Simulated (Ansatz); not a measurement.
Ansatz (a first-principles code) input (CCSD(T)/3-21G): A basis named .json is the Basis Set Exchange file of that set (core-valence sets with the plain set on hydrogen).

Ansatz 0.2 input:
```yaml
crystal:
  periodic: [false, false, false]
  atoms:
    - {symbol: F, position_ang: [0.00000000, 0.00000000, 0.00000000]}
basis:
  gaussian:
    orbitals: 3-21G.json
magnetization: {spin_polarized: true, initial_magnetization: 1}
correlation: {method: ccsd_t, electrons: outside_noble_gas}
scf: {lower_state_search: full}
```

Output:

```
Functional definition: HF
integrals: 0.00 GiB planned
38 factors; integrals over basis functions are off by at most 9.4e-5 eV
mean field: 0.03 GiB planned
mean field evaluation 1: about -2689.6564 eV, gradient 4.1e0 eV
mean field evaluation 2: about -2689.6568 eV, gradient 4.1e0 eV
mean field evaluation 4: about -2689.7091 eV, gradient 3.8e-1 eV
mean field evaluation 8: about -2689.7097 eV, gradient 6.8e-7 eV
mean field evaluation 16: about -2689.7097 eV, gradient 7.8e-2 eV
mean field evaluation 32: about -2689.7097 eV, gradient 1.7e-4 eV
mean field evaluation 64: about -2689.7097 eV, gradient 1.9e-5 eV
mean field -2689.70972648 eV, -98.8450092976 hartree, gradient 2.1e-6 eV, S^2 0.750308; 6 other end points of the search recorded, 0 dependent functions left out
1 core orbitals not correlated
reference -2689.70972648 eV, -98.8450092976 hartree; 4, 3 occupied and 4, 5 virtual orbitals, 38 factors
second order -2.13219815 eV of doubles, -0.00000000 eV of singles
coupled cluster: 0.03 GiB planned
cycle   1  -2.23990603 eV  change   -1.1e-1 eV  update   1.1e-2
cycle   2  -2.26560355 eV  change   -2.6e-2 eV  update   3.3e-3
cycle   3  -2.26636402 eV  change   -7.6e-4 eV  update   6.2e-4
cycle   4  -2.26634666 eV  change    1.7e-5 eV  update   1.5e-4
cycle   5  -2.26635034 eV  change   -3.7e-6 eV  update   1.5e-5
cycle   6  -2.26635080 eV  change   -4.5e-7 eV  update   8.1e-7
perturbative correction -0.00042522 eV, -0.0000156264 hartree
Total energy: -2691.97650250 eV, -98.9283117795 hartree
```
